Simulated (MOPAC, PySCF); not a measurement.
H3AlS3, SMILES `[SH][Al]([SH])[SH]`, neutral singlet in the gas phase. 

Z-matrix (Å, degrees):
```
Al
S 1 2.1805
H 2 1.3451 1 92.94
S 1 2.1837 2 116.95 3 178.99
H 4 1.3441 1 93.77 2 178.76
S 1 2.1864 2 119.21 3 -1.03
H 6 1.3441 1 94.13 2 178.99
```
Charge 0, spin multiplicity 1.

All levels are single points at this geometry (TPSSh-D3(BJ)/def2-TZVP); Pople sets use spherical d functions. Orbital energies aren't observables, and empty levels follow the basis.

HF/3-21G in PySCF gives HOMO (eV) = -10.82.

Q: Estimate the HOMO (eV) from each of these levels: PBE-D3(BJ)/def2-TZVP in PySCF; TPSSh-D3(BJ)/def2-TZVP in PySCF; B3LYP/3-21G in PySCF; BP86/6-31G* in PySCF; M06-2X/6-31G* in PySCF; PBE/6-31G* in PySCF; AM1 in MOPAC; PM3 in MOPAC.

A: 
```tsv
level	HOMO (eV)
PBE-D3(BJ)/def2-TZVP in PySCF	-6.51
TPSSh-D3(BJ)/def2-TZVP in PySCF	-7.09
B3LYP/3-21G in PySCF	-7.59
BP86/6-31G* in PySCF	-6.56
M06-2X/6-31G* in PySCF	-8.84
PBE/6-31G* in PySCF	-6.47
AM1 in MOPAC	-9.65
PM3 in MOPAC	-9.94
```
